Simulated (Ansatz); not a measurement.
ClH5O2Si2 (`O[Si](O)([SiH3])Cl`). Charge 0, multiplicity 1. All single points use the PBE0-D4/def2-TZVP geometry. It is one conformer, not always the lowest.

```xyz
10

O     1.061   -1.263   -1.041
Si    0.425    0.147   -0.501
O    -0.402    0.840   -1.719
Si   -1.030   -0.067    1.308
Cl    2.023    1.331    0.084
H     1.893   -1.549   -0.659
H     0.025    0.913   -2.576
H    -0.295   -0.707    2.431
H    -2.192   -0.918    0.939
H    -1.507    1.273    1.736
```

Question: What is the dipole moment at r2SCAN/def2-TZVPP? (Estimate.)

Answer: Ansatz gave: 1.27 D, with components (0.76, -0.86, -0.54) D in this frame, pointing from negative to positive charge.

Question: And with PBE, B3LYP, ωB97M-V? (Estimate.)

Answer: The calculation gave: PBE 1.25 D, B3LYP 1.22 D, ωB97M-V 1.23 D.

Question: Give the Mulliken charges with r2SCAN, B3LYP, PBE in def2-TZVPP. (An estimate is asked.)

Answer: Ansatz gave: 
| atom | r2SCAN | B3LYP | PBE |
| --- | --- | --- | --- |
| O1 | -0.40 | -0.38 | -0.33 |
| Si2 | 0.70 | 0.68 | 0.58 |
| O3 | -0.40 | -0.38 | -0.34 |
| Si4 | 0.13 | 0.11 | 0.05 |
| Cl5 | -0.27 | -0.27 | -0.24 |
| H6 | 0.21 | 0.19 | 0.20 |
| H7 | 0.21 | 0.19 | 0.19 |
| H8 | -0.06 | -0.06 | -0.04 |
| H9 | -0.06 | -0.05 | -0.04 |
| H10 | -0.05 | -0.05 | -0.03 |

B3LYP here is the variant with VWN-RPA as its local correlation; programs differ in this.
